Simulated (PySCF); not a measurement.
C₆H₇N. Atoms are numbered in the order given.

```xyz
14

N      2.3382    -0.0688     0.0000
C      0.9511    -0.0080     0.0000
C      0.2231    -0.0032     1.2153
C     -1.1769     0.0030     1.2088
C     -1.8923     0.0057     0.0000
C     -1.1769     0.0030    -1.2088
C      0.2231    -0.0032    -1.2153
H      2.8062     0.2428    -0.8513
H      2.8062     0.2428     0.8513
H      0.7704    -0.0076     2.1716
H     -1.7171     0.0080     2.1684
H     -2.9920     0.0120     0.0000
H     -1.7171     0.0080    -2.1684
H      0.7704    -0.0076    -2.1716
```

Coordinates come from a PBE-D3(BJ)/def2-SVP optimisation. The values are those of a single conformer.

The numbers are results of B3LYP/pcSseg-1 in PySCF, not measurements.

GIAO shieldings, no solvent; atoms alike by connectivity are averaged. δ = σ(ref) − σ: ¹⁵N against NH3 (σ = 265.5 ppm); ¹³C against TMS (σ = 181.3 ppm); ¹H against TMS (σ = 31.68 ppm), references at their B3LYP-D3(BJ)/def2-TZVP geometries, non-relativistic.

```
nucleus     atoms  count  δ (ppm)
-------  --------  -----  -------
¹⁵N            N1      1     83.8
¹³C            C2      1    158.1
¹³C        C4, C6      2    140.0
¹³C            C5      1    126.7
¹³C        C3, C7      2    121.6
¹H       H11, H13      2     7.55
¹H            H12      1     7.07
¹H       H10, H14      2     6.92
¹H         H8, H9      2     3.58
```
